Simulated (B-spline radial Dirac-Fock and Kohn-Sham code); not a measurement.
**Conversion-electron coefficients: Sm, 102 keV**

Z = 62 (samarium), transition energy 102 keV. Calculated with an atomic code on a B-spline grid, using a Dirac-Hartree-Slater potential of the neutral atom with a Latter tail (no hole, which puts coefficients of high multipoles low close above an edge), finite nucleus with surface currents. Subshells that would emit electrons below 1 keV are left out.

The run's input, task.json:

```json
{"items": [{
  "Z": 62,
  "q": 0,
  "cfg": [[1, 0, 2], [2, 0, 2], [2, 1, 6], [3, 0, 2], [3, 1, 6], [3, 2, 10], [4, 0, 2], [4, 1, 6], [4, 2, 10], [4, 3, 6], [5, 0, 2], [5, 1, 6], [6, 0, 2]],
  "A": 152,
  "rrms": 5.0819,
  "do": "conversion",
  "gamma": [102.0],
  "edges": {"K": 46834.0, "L1": 7737.0, "L2": 7312.0, "L3": 6716.0, "M1": 1723.0, "M2": 1541.0, "M3": 1419.8, "M4": 1110.9, "M5": 1083.4, "N1": 347.2, "N2": 265.6, "N3": 247.4, "N4": 129.0, "N5": 129.0}
}]}
```

Run with: `python xray2_run.py task.json out`

```csv
subshell,electron energy (keV),E1,E4,E5,M2,M3
K,55.17,0.221,18.1,73.7,11.7,65.7
L1,94.26,0.0227,3.63,54.0,2.22,21.4
L2,94.69,0.00440,199,2910,0.265,3.70
L3,95.28,0.00556,175,2460,0.410,18.8
M1,100.28,0.00472,1.01,16.0,0.498,5.12
M2,100.46,0.000968,49.4,750,0.0633,0.915
M3,100.58,0.00125,43.4,623,0.0998,4.77
M4,100.89,3.46e-05,3.32,127,0.00117,0.0654
M5,100.92,4.38e-05,3.41,117,0.000173,0.0352
N1,101.65,0.00111,0.254,4.07,0.119,1.24
N2,101.73,0.000218,11.5,175,0.0145,0.212
N3,101.75,0.000279,9.94,144,0.0228,1.10
N4,101.87,7.73e-06,0.760,29.3,0.000267,0.0150
N5,101.87,9.72e-06,0.779,26.8,3.88e-05,0.00802
N6,101.99,7.08e-09,0.000103,0.0138,3.82e-08,2.55e-06
N7,101.99,9.16e-09,0.000145,0.0158,2.38e-08,3.34e-07
total,,0.262,523,7550,15.4,123
```

**Question.** For a pure E4 transition, what fraction of decays emits a photon?

**Answer.** 1/(1 + α) = 0.00191 with the total α = 523; the total includes the outer subshells that are not listed.
